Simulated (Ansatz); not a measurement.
## Ligand exchange: BH(CH3)Cl + GeH3(NH2) → BH(CH3)(NH2) + GeH3Cl

Gas-phase species: BH(CH3)Cl, singlet; GeH3(NH2), singlet; BH(CH3)(NH2), singlet; GeH3Cl `[Cl][GeH3]`, singlet. The partners trade Cl for NH2: B–Cl and Ge–NH2 bonds give way to B–NH2 and Ge–Cl.

Shapes, held fixed at every level: PBE0-D4/def2-TZVP. Programs: Ansatz 0.2.0. The zero-point and thermal change to 298 K, harmonic and unscaled (PBE0-D4/def2-TZVP), is +5.4 kJ/mol.

| level | kind | ΔH(298 K) (kJ/mol) | less CCSD(T)/def2-TZVPP |
| --- | --- | --- | --- |
| HF/def2-SVP | Hartree–Fock | -115.6 | -11.7 |
| HF/def2-TZVPP | Hartree–Fock | -112.7 | -8.8 |
| PBE-D4/def2-TZVPP | GGA | -108.7 | -4.8 |
| r2SCAN0-D4/def2-TZVPP | global hybrid | -110.5 | -6.6 |
| B2PLYP/def2-TZVPP | double hybrid | -109.2 | -5.3 |
| MP2/def2-SVP | perturbation theory | -106.4 | -2.5 |
| CCSD(T)/def2-SVP | coupled cluster or CI | -107.5 | -3.6 |
| CCSD(T)/def2-TZVPP | coupled cluster or CI | -103.9 | 0.0 |

The highest level, CCSD(T)/def2-TZVPP, gives ΔH(298 K) = -103.9 kJ/mol; the levels span -115.6 to -103.9. The column of differences is taken from that level and isn't an error. No measured value is set beside it here. Relativity is left out for Ge. Outer-core shells of Ge are correlated, in sets that cover them unevenly.
